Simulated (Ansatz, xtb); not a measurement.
# Relative energy of two isomers of GeH7NOSi

We compare X, `N[SiH2][GeH2][OH]`, a singlet, with Y, `[NH2][GeH2][SiH2]O`, a singlet. Both are isolated molecules in the gas phase, relaxed with B3LYP/def2-SVP, each in the lowest conformer that the search found.

X (Å):

```xyz
11

Ge   -0.7611    1.2532    0.7741
N     0.6505   -1.5049    2.4456
O    -0.2804    2.8848    0.1624
Si    1.0615    0.0836    1.8577
H     0.0588   -1.5897    3.2675
H     0.4368   -2.2442    1.7818
H     1.5239    0.8978    3.0195
H     2.1767   -0.0555    0.8721
H    -1.3556    0.4174   -0.3989
H    -1.9151    1.5784    1.7491
H     0.4598    2.8382   -0.4568
```

Y (Å):

```tsv
atom	x (Å)	y (Å)	z (Å)
Ge	-0.2086	-0.7457	-0.1660
N	-1.6908	-1.9135	0.0394
O	0.3914	-3.7918	-0.5248
Si	1.3191	-2.4607	-0.9037
H	-2.3111	-1.9193	-0.7714
H	-2.2658	-1.7036	0.8553
H	0.0590	-0.1814	1.2482
H	-0.5516	0.4397	-1.1040
H	1.6202	-2.3685	-2.3635
H	2.6149	-2.4510	-0.1659
H	-0.4916	-3.4918	-0.2050
```

**Question.** Estimate which is lower in electronic energy at CCSD(T)/def2-SVP + ΔMP2/def2-TZVPP, and by roughly how much.

**Answer.** The CCSD(T)/def2-SVP + ΔMP2/def2-TZVPP calculation puts structure Y lower, by 28.0 kJ/mol.

The same difference at several levels:

| level | geometry | E(Y) − E(X) (kJ/mol) | departure from the last row (kJ/mol) | job, with rough time for the two |
| --- | --- | --- | --- | --- |
| B3LYP/def2-SVP | B3LYP/def2-SVP | −29.2 | −1.2 | optimisation, 52 s |
| HF/def2-SVP | B3LYP/def2-SVP | −17.9 | +10.1 | part of the CCSD(T) run |
| MP2/def2-SVP | B3LYP/def2-SVP | −32.5 | −4.5 | part of the CCSD(T) run |
| CCSD(T)/def2-SVP | B3LYP/def2-SVP | −31.3 | −3.3 | single point |
| CCSD(T)/def2-SVP + ΔMP2/def2-TZVPP | B3LYP/def2-SVP | −28.0 |  | single point, 24 s |

As drawn, Y has 1 Ge–N, 1 O–Si in place of 1 N–Si, 1 Ge–O.

The levels shown agree on the order. The largest departure from CCSD(T)/def2-SVP + ΔMP2/def2-TZVPP is that of HF/def2-SVP, 10.1 kJ/mol. Levels run at GFN2-xTB geometries aren't shown. The last row adds to CCSD(T) the change of the MP2 difference between the two basis sets, here +3.3 kJ/mol.

With thermal terms from frequencies at re-optimised GFN2-xTB minima (ideal gas, soft modes damped towards free rotors, one conformer each, 298.15 K, 1 atm): on the last row, ΔE + ΔZPE = −26.1, ΔH = −26.9, ΔG = −25.3 kJ/mol.

The correlated steps freeze 16 core orbitals; the filled d shell of Ge is correlated, in a basis made for valence electrons. Run with Ansatz 0.2.0, xtb 6.7.1; the last row on 2 threads of Intel(R) Xeon(R) 6975P-C (Granite Rapids) on a shared host.
